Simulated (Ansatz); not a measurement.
Spin states of BrOV (SMILES [O]=[V][Br]), each relaxed at B3LYP-D3(BJ)/def2-TZVP; lowest solutions found, singlets restricted, no spin–orbit coupling, no relativity up to Kr.
Multiplicity 3 (charge 0, multiplicity 3):
```xyz
3

V      0.3718    -0.2045     0.2041
O      1.4786    -0.2780    -0.9228
Br    -1.8835     0.5299     0.6483
```
Multiplicity 1 (charge 0, multiplicity 1):
```xyz
3

V      0.39248    -0.22793     0.25292
O      1.42483    -0.25386    -0.93326
Br    -1.85048     0.52917     0.61002
```

Codes used: Ansatz (a first-principles code) with Gaussian orbitals. 

The energy of multiplicity 1 less that of multiplicity 3 (kcal/mol) and the share of exact exchange:

| functional | exact exchange (%) | value |
|---|---|---|
| PBE/def2-TZVPP | 0 | 24.36 |
| PBE0/def2-TZVPP | 25 | 26.98 |
| BLYP/def2-TZVPP | 0 | 20.89 |
| B3LYP/def2-TZVPP | 20 | 22.72 |
| BHLYP/def2-TZVPP | 50 | 25.30 |
| r2SCAN/def2-TZVPP | 0 | 26.22 |
| r2SCANh/def2-TZVPP | 10 | 27.10 |

**Question.** Take the value as linear in the share of exact exchange along PBE and PBE0. Give the slope, say whether the sign turns, and set the other functionals against that line.

**Answer.** 
Slope: (26.98 − (24.36))/2.5 = 1.05 kcal/mol for each 10 %. The line keeps its sign from 0 to 100 %. At 50 % it gives 29.6 kcal/mol. The LYP pair gives (25.30 − (20.89))/5 = 0.88 for each 10 %. BHLYP, at 50 %, lies -4.3 from the PBE line. B3LYP, at 20 %, lies -3.7 from the PBE line. r2SCAN, with none, stands 1.9 from PBE. The r2SCAN pair gives 0.88 for 10 %.
